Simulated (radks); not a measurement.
Q: Valence configurations of I (all share [Kr]). Method: scalar-relativistic Kohn-Sham, PBE, spin-polarised, spherical densities, finite nucleus; open shells are filled with parallel spins first (spin-orbit coupling, left out, can overturn this in heavy ions); Fermi nuclear charge, rms radius 4.75 fm; computed with a radial shooting solver on a logarithmic mesh with Libxc functionals. Order these by energy: 4d10 5s2 5p5; 4d10 5s1 5p6; 4d9 5s2 5p6; 4d9.5 5s1.5 5p6; 4d9.5 5s2 5p5.5; 4d10 5s1.5 5p5.5.

A: From the lowest, in eV above it: 4d10 5s2 5p5 0.000; 4d10 5s1.5 5p5.5 5.173; 4d10 5s1 5p6 10.368; 4d9.5 5s2 5p5.5 22.303; 4d9.5 5s1.5 5p6 27.652; 4d9 5s2 5p6 45.765. NIST lists [Kr] 4d10 5s2 5p5 as the ground configuration; this level of theory agrees among the configurations tried. The energies are those of spherical high-spin densities, not of single terms.
